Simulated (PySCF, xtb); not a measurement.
CH2F2O2Si, SMILES F[SiH](C(O)=O)F.

xtb 6.7.1 with GFN2-xTB at its own geometry gives an orbital gap of 3.79 eV and a dipole moment of 3.63 D.

The structure is a stationary point at B3LYP-D3(BJ)/def2-SVP. This is a generated structure with no PubChem entry under its InChIKey; it may be hypothetical. The values are those of a single conformer.

Question: What does M06-2X/def2-TZVP run with PySCF give? (Estimate from the structure and the level; the computed values follow.)

Answer: gap 9.45 eV (levels -10.03 and -0.58 eV), dipole 2.95 D.
